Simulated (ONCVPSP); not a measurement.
**silver: one change to an ONCV potential, before and after**

ONCVPSP 4.0.1 input, shortened (lines: element, Z, core and valence counts, functional; n l f; lmax; l rc ep ncon nbas qcut; lloc lpopt rc5 dvloc0; l nproj debl; icmod fcfact rcfact), LDA (Perdew-Wang 92), scalar-relativistic:

```
  Ag 47.00    6    4  -001012      upf
    1    0    2.00
    2    0    2.00
    2    1    6.00
    3    0    2.00
    3    1    6.00
    3    2   10.00
    4    0    2.00
    4    1    6.00
    4    2   10.00
    5    0    1.00
    2
    0    1.60    0.00    4    9    9.60
    1    0.95    0.00    5    8   10.10
    2    1.80    0.00    4    9   10.60
    4    5    0.70    2.00
    0    2    0.50
    1    2    2.70
    2    1    2.30
    2    0.35    0.90
```

All-electron outer shells of the reference configuration (LDA (PZ), scalar-relativistic, ld1.x):

```json
{"shell": "3d", "level (eV)": "-358.91", "outermost node (bohr)": "–", "outermost maximum (bohr)": "0.27"}
{"shell": "4s", "level (eV)": "-95.08", "outermost node (bohr)": "0.44", "outermost maximum (bohr)": "0.82"}
{"shell": "4p", "level (eV)": "-58.67", "outermost node (bohr)": "0.44", "outermost maximum (bohr)": "0.87"}
{"shell": "4d", "level (eV)": "-7.66", "outermost node (bohr)": "0.43", "outermost maximum (bohr)": "1.04"}
{"shell": "5s", "level (eV)": "-4.72", "outermost node (bohr)": "1.11", "outermost maximum (bohr)": "2.49"}
```

Change: s: qcut 6; p: qcut 6.3; d: qcut 6.6.

Cutoffs: the cutoffs (Ha) at which the residual kinetic energy of the hardest occupied pseudo-wave falls to 1 and 0.1 mHa per electron; they do not see the model core or the augmentation charge, which bear on the density cutoff. Errors are all-electron minus pseudo energies relative to the spin-unpolarised reference configuration.

Task: What does the change do?

Result: The potential gets harder (48 Ha and 130 Ha → 154 Ha and 192 Ha); both files keep a bound ghost (s); of the 4 tests that both files solve, the error grows in 3 and shrinks in 1 by more than 15 % and 0.3 meV (median size 1.2 → 1.9 meV); the range in which the d phases agree narrows (upper end at the end of the scan → 1.6).

```tsv
quantity	base	changed
cutoff, loose	48 Ha	154 Ha
cutoff, tight	130 Ha	192 Ha
loose cutoff by channel	s 27 Ha, p 48 Ha, d 32 Ha	s 12 Ha, p 154 Ha, d 21 Ha
bound ghosts	s	s
GHOST(+) flags under 300 eV	none	none
error for 4s2 4p6 4d10 5s0, meV [ΔE 8.10 eV]	-1.5	-0.9
error for 4s2 4p6 4d9 5s0, meV [ΔE 30.48 eV]	-2.7	-9.9
error for 4s2 4p6 4d8 5s0, meV [ΔE 66.92 eV]	+1.0	-2.7
error for 4s2 4p6 4d10 5s0 5p1, meV [ΔE 4.02 eV]	-0.8	-1.1
s: phases at 1.62 bohr within 0.05 rad from the reference energy up to (Ha; the scan ends near 5)	to the end of the scan	to the end of the scan
p: phases at 0.96 bohr within 0.05 rad from the reference energy up to (Ha; the scan ends near 5)	to the end of the scan	to the end of the scan
d: phases at 1.83 bohr within 0.05 rad from the reference energy up to (Ha; the scan ends near 5)	to the end of the scan	1.6
rms error of d²Exc/dni dnj with the model core, mHa	0.77	1.41
```

 A true bound ghost makes a file unfit for plane-wave use even where its test errors are small: the radial tests pick states by their node count and pass the ghost by.
